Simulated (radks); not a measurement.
K I, 19 electrons, occupied as [Ar] 4s1. Calculated with a radial shooting solver on a logarithmic mesh with Libxc functionals: scalar-relativistic Kohn-Sham, r2SCAN, spin-polarised, spherical densities, finite nucleus; open shells are filled with parallel spins first; meta-GGA in the generalised Kohn-Sham scheme; Fermi nuclear charge, rms radius 3.4349 fm.

Radial electron density D(r) = 4 pi r^2 rho(r):

```
   r/bohr * D(r) (the largest magnitude, 22.6, reaches the edge; | marks zero)
  0.01052 |          *
  0.01392 |               *
  0.01841 |                       *
  0.02417 |                                *
  0.03198 |                                          *
  0.04231 |                                                  *
  0.05554 |                                                     *
  0.07348 |                                                  *
  0.09723 |                                          *
   0.1276 |                                     *
   0.1689 |                                         *
   0.2234 |                                                   *
   0.2933 |                                                      *
    0.388 |                                         *
   0.5134 |                      *
   0.6739 |            *
   0.8917 |              *
     1.18 |               *
    1.549 |           *
    2.049 |    *
    2.711 | *
    3.558 |*
    4.708 |*
     6.23 *
    8.177 *
    10.82 *
    14.32 *
```

D(r) has 3 maxima, at r = 0.0555, 0.271, 1.11 bohr, and minima at 0.131, 0.718 bohr, inside which lie 2.15, 10.33 electrons.
